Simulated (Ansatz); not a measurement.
Reaction (cleavage of the Ge–B bond): `[BH2][GeH]([CH3])[F]` + `BN` → `B[NH][GeH]([CH3])[F]` + BH₃

Isolated molecules relaxed with PBE0-D4/def2-TZVP in Ansatz; ΔE leaves out vibrations. CCSD(T)/CBS is the MP2 limit (def2-TZVPP, def2-QZVPP) plus CCSD(T) − MP2 in def2-TZVPP, frozen cores. This one scheme is used for every species. DFT in def2-TZVPP. For Ge outer-core shells are correlated without core-valence functions, which leaves a few kJ/mol of doubt a bond. Scalar relativity is left out up to krypton. One conformer a species, not always the lowest.

```
         level  ΔE (eV)
       PBE0-D4    -0.19
MP2/def2-TZVPP    -0.41
 HF/def2-QZVPP    -0.42
CCSD/CBS(def2)    -0.30
```

(1) What does CCSD(T)/CBS give? (Estimate.)

Largest T1 diagnostic among the species: 0.012.

Results:

(1) The calculation gave: -0.30 eV. The listed levels differ from it by 0.11, -0.11, -0.12, 0.00 eV.

The D4 term adds −0.05 eV with B3LYP and −0.03 eV with PBE0; it sums over pairs of atoms, weighted by their polarisabilities, and B3LYP, whose exchange is more repulsive, gets the larger term. From PBE to PBE0 (25 % exact exchange), in def2-TZVPP and without D4, ΔE moves by −0.06 eV.

B3LYP here is the variant with VWN-RPA as its local correlation; programs differ in this.
